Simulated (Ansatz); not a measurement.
Cost and result for the atomization energy of `S[SiH]1[NH][GeH2]1` (9 atoms, 9 bonds).

Z-matrix (Å, degrees):
```
Si
N 1 1.687
Ge 1 2.298 2 54.0
S 1 2.132 2 117.1 3 115.0
H 1 1.487 2 121.1 3 -111.6
H 2 1.006 1 141.8 3 -178.3
H 3 1.540 1 123.4 2 90.6
H 3 1.541 1 126.3 2 -88.6
H 4 1.343 1 93.6 2 153.4
```

Total charge 0; spin multiplicity 1. Correlated methods include outer-core shells of Ge, which these sets cover unevenly. Scalar relativity is left out up to krypton. All single points use the PBE0-D4/def2-TZVP geometry. It is one conformer, not always the lowest. Program: Ansatz. All runs use 4 threads of a server CPU on a shared host. Times are those of one run each, without the atoms' runs, and a repeat can differ threefold. Electronic energies, without spin–orbit coupling; frozen cores. CCSD(T)/CBS adds CCSD(T) − MP2 in def2-TZVPP to the MP2 limit, and its time is that of the two runs behind it. T1 = 0.013. With those shells the extrapolation isn't a true limit. B3LYP takes the VWN-RPA correlation (the form of Gaussian; ORCA's B3LYP/G). HSE06 is the plane-wave form, built on full-range PBE exchange.

CCSD(T)/CBS is a level of theory with its own doubt, some kJ/mol a heavy atom from the limit and from the frozen cores, so smaller differences don't rank the functionals.

```
                             level  functions  wall time
                BLYP-D4/def2-TZVPP        233      2.4 s
           CAM-B3LYP-D4/def2-TZVPP        233      3.6 s
               HSE06-D4/def2-TZVPP        233      3.6 s
                PBE0-D4/def2-TZVPP        233      3.8 s
r2SCAN-D4/def2-TZVPP (with forces)        233      4.3 s
                  CCSD(T)/def2-SVP        107      4.7 s
               PBE-QIDH/def2-TZVPP        233      4.9 s
                 B2PLYP/def2-TZVPP        233      5.5 s
 B3LYP-D4/def2-TZVPP (with forces)        233      5.5 s
                ωB97X-V/def2-TZVPP        233        7 s
                    MP2/def2-QZVPP        436       14 s
                CCSD(T)/def2-TZVPP        233       78 s
                 CCSD(T)/CBS(def2)          –       92 s
```

**Question.** What atomization energy does each give, and how far from CCSD(T)/CBS? (Best estimate.)

**Answer.** Computed: 
```
                             level  atomization (kJ/mol)  difference from CCSD(T)/CBS  per bond
                BLYP-D4/def2-TZVPP                2643.4                        -31.1      -3.5
           CAM-B3LYP-D4/def2-TZVPP                2657.5                        -17.0      -1.9
               HSE06-D4/def2-TZVPP                2650.6                        -23.9      -2.7
                PBE0-D4/def2-TZVPP                2649.2                        -25.3      -2.8
r2SCAN-D4/def2-TZVPP (with forces)                2671.9                         -2.6      -0.3
                  CCSD(T)/def2-SVP                2404.2                       -270.3     -30.0
               PBE-QIDH/def2-TZVPP                2631.4                        -43.1      -4.8
                 B2PLYP/def2-TZVPP                2615.4                        -59.1      -6.6
 B3LYP-D4/def2-TZVPP (with forces)                2651.4                        -23.1      -2.6
                ωB97X-V/def2-TZVPP                2695.5                         21.0       2.3
                    MP2/def2-QZVPP                2655.4                        -19.1      -2.1
                CCSD(T)/def2-TZVPP                2583.3                        -91.2     -10.1
                 CCSD(T)/CBS(def2)                2674.5                          0.0       0.0
```

At CCSD(T), def2-SVP lies −270.3 kJ/mol from the extrapolated value and def2-TZVPP −91.2 kJ/mol: correlation converges slowly with the basis, and small sets miss more of it in the bonded molecule than in its fragments. In def2-TZVPP, CCSD(T) changes the Hartree–Fock value by +801.4 kJ/mol (the triples alone add +51.3 kJ/mol) and MP2 by +819.6 kJ/mol; breaking electron pairs costs correlation energy, which Hartree–Fock lacks. The D4 term adds +38.1 kJ/mol with B3LYP and +19.9 kJ/mol with PBE0; it sums over pairs of atoms, weighted by their polarisabilities, and B3LYP, whose exchange is more repulsive, gets the larger term.
